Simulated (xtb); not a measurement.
cyclobutane (C$_{4}$H$_{8}$), singlet, geometry from GFN2-xTB; xtb with GFN2-xTB.

Here is a job for xtb.
```
$ xtb mol.xyz --gfn 2 --etemp 1000 --json

# file mol.xyz
12

C     -0.00613316     1.08295583     0.05853653
C      0.00685792    -1.08220991     0.07093756
C     -1.08294605    -0.00683358    -0.05863980
C      1.08222129     0.00608767    -0.07083428
H     -0.01505399     1.84231484    -0.72076860
H     -0.00362364     1.57729882     1.02791527
H      0.00710304    -1.85049784    -0.69961794
H      0.01523239    -1.56535126     1.04591487
H     -1.84243222    -0.00692746     0.72059245
H     -1.57713057    -0.01535111    -1.02806518
H      1.85038317     0.01511046     0.69979409
H      1.56552182     0.00340356    -1.04576496
```

**Question.** What does xtb print? Leave out banner, timings and long lists.

**Answer.** 
```
   ID    Z sym.   atoms
    1    6 C      1-4
    2    1 H      5-12

           -------------------------------------------------
          |                Calculation Setup                |
           -------------------------------------------------

           -------------------------------------------------
          |                 G F N 2 - x T B                 |
           -------------------------------------------------

          ...................................................
          :                      SETUP                      :
          :.................................................:
          :  # basis functions                  24          :
          :  # atomic orbitals                  24          :
          :  # shells                           16          :
          :  # electrons                        24          :
          :  max. iterations                   250          :
          :  Hamiltonian                  GFN2-xTB          :
          :  restarted?                      false          :
          :  GBSA solvation                  false          :
          :  PC potential                    false          :
          :  electronic temp.         1000.0000000     K    :
          :  accuracy                    1.0000000          :
          :  -> integral cutoff          0.2500000E+02      :
          :  -> integral neglect         0.1000000E-07      :
          :  -> SCF convergence          0.1000000E-05 Eh   :
          :  -> wf. convergence          0.1000000E-03 e    :
          :  Broyden damping             0.4000000          :
          :  net charge                          0          :
          :  unpaired electrons                  0          :
          ...................................................

 iter      E             dE          RMSdq      gap      omega  full diag
   1    -12.7805003 -0.127805E+02  0.270E+00   12.83       0.0  T
   2    -12.8114422 -0.309419E-01  0.164E+00   12.53       1.0  T
   3    -12.8117360 -0.293863E-03  0.820E-01   12.52       1.0  T
   4    -12.8118127 -0.766769E-04  0.788E-02   12.53       1.0  T
   5    -12.8118128 -0.463324E-07  0.245E-03   12.53      11.8  T
   6    -12.8118128 -0.644074E-08  0.812E-04   12.53      35.5  T
   7    -12.8118128 -0.181496E-09  0.101E-04   12.53     284.6  T

   *** convergence criteria satisfied after 7 iterations ***

         :::::::::::::::::::::::::::::::::::::::::::::::::::::
         ::                     SUMMARY                     ::
         :::::::::::::::::::::::::::::::::::::::::::::::::::::
         :: total energy             -12.623679406628 Eh    ::
         :: gradient norm              0.000031529387 Eh/a0 ::
         :: HOMO-LUMO gap             12.530488792165 eV    ::
         ::.................................................::
         :: SCC energy               -12.811809938140 Eh    ::
         :: -> isotropic ES            0.001887566302 Eh    ::
         :: -> anisotropic ES          0.003216347256 Eh    ::
         :: -> anisotropic XC          0.008409340919 Eh    ::
         :: -> dispersion             -0.005334254120 Eh    ::
         :: repulsion energy           0.188130531512 Eh    ::
         :: add. restraining           0.000000000000 Eh    ::
         :: total charge               0.000000000000 e     ::
         :::::::::::::::::::::::::::::::::::::::::::::::::::::

           -------------------------------------------------
          |                Property Printout                |
           -------------------------------------------------

    * Orbital Energies and Occupations

         #    Occupation            Energy/Eh            Energy/eV
      -------------------------------------------------------------
         1        2.0000           -0.6365002             -17.3201
         2        2.0000           -0.5829695             -15.8634
         3        2.0000           -0.5829695             -15.8634
         4        2.0000           -0.5392311             -14.6732
         5        2.0000           -0.5227431             -14.2246
         6        2.0000           -0.5131623             -13.9639
         7        2.0000           -0.4688156             -12.7571
         8        2.0000           -0.4646432             -12.6436
         9        2.0000           -0.4646432             -12.6436
        10        2.0000           -0.4169995             -11.3471
        11        2.0000           -0.4169995             -11.3471
        12        2.0000           -0.4125265             -11.2254 (HOMO)
        13                          0.0479605               1.3051 (LUMO)
        14                          0.0479605               1.3051
        15                          0.0859913               2.3399
        16                          0.0877704               2.3884
        17                          0.1541774               4.1954
        18                          0.1567553               4.2655
        19                          0.2093422               5.6965
        20                          0.2093422               5.6965
        21                          0.2378227               6.4715
        22                          0.2378227               6.4715
        23                          0.3830647              10.4237
        24                          0.3848241              10.4716
      -------------------------------------------------------------
                  HL-Gap            0.4604870 Eh           12.5305 eV
             Fermi-level           -0.1822830 Eh           -4.9602 eV

     #   Z          covCN         q      C6AA      α(0)
     1   6 C        3.984    -0.057    21.518     6.590
     2   6 C        3.984    -0.057    21.518     6.590
     3   6 C        3.984    -0.057    21.518     6.590
     4   6 C        3.984    -0.057    21.518     6.590
     5   1 H        0.925     0.026     2.642     2.542
     6   1 H        0.925     0.031     2.576     2.510
     7   1 H        0.925     0.026     2.642     2.542
     8   1 H        0.925     0.031     2.576     2.510
     9   1 H        0.925     0.026     2.642     2.542
    10   1 H        0.925     0.031     2.576     2.510
    11   1 H        0.925     0.026     2.642     2.542
    12   1 H        0.925     0.031     2.576     2.510

 Mol. C6AA /au·bohr⁶  :        987.655648
 Mol. C8AA /au·bohr⁸  :      20883.583186
 Mol. α(0) /au        :         46.568581

Wiberg/Mayer (AO) data.
largest (>0.10) Wiberg bond orders for each atom

 ---------------------------------------------------------------------------
     #   Z sym  total        # sym  WBO       # sym  WBO       # sym  WBO
 ---------------------------------------------------------------------------
     1   6 C    3.993 --     4 C    1.007     3 C    1.007     5 H    0.984
                             6 H    0.984
     2   6 C    3.993 --     3 C    1.007     4 C    1.007     7 H    0.984
                             8 H    0.984
     3   6 C    3.993 --     2 C    1.007     1 C    1.007     9 H    0.984
                            10 H    0.984
     4   6 C    3.993 --     1 C    1.007     2 C    1.007    11 H    0.984
                            12 H    0.984
     5   1 H    0.999 --     1 C    0.984
     6   1 H    0.999 --     1 C    0.984
     7   1 H    0.999 --     2 C    0.984
     8   1 H    0.999 --     2 C    0.984
     9   1 H    0.999 --     3 C    0.984
    10   1 H    0.999 --     3 C    0.984
    11   1 H    0.999 --     4 C    0.984
    12   1 H    0.999 --     4 C    0.984
 ---------------------------------------------------------------------------

Topologies differ in total number of bonds
Writing topology from bond orders to xtbtopo.mol

molecular dipole:
                 x           y           z       tot (Debye)
 q only:       -0.000       0.000       0.000
   full:       -0.000       0.000       0.000       0.000
molecular quadrupole (traceless):
                xx          xy          yy          xz          yz          zz
 q only:        0.023      -0.000       0.023      -0.000      -0.000      -0.046
  q+dip:       -0.891       0.000      -0.891       0.015       0.015       1.782
   full:       -0.502       0.000      -0.502       0.008       0.009       1.004

           -------------------------------------------------
          | TOTAL ENERGY              -12.623679406628 Eh   |
          | GRADIENT NORM               0.000031529387 Eh/α |
          | HOMO-LUMO GAP              12.530488792165 eV   |
           -------------------------------------------------

normal termination of xtb
```
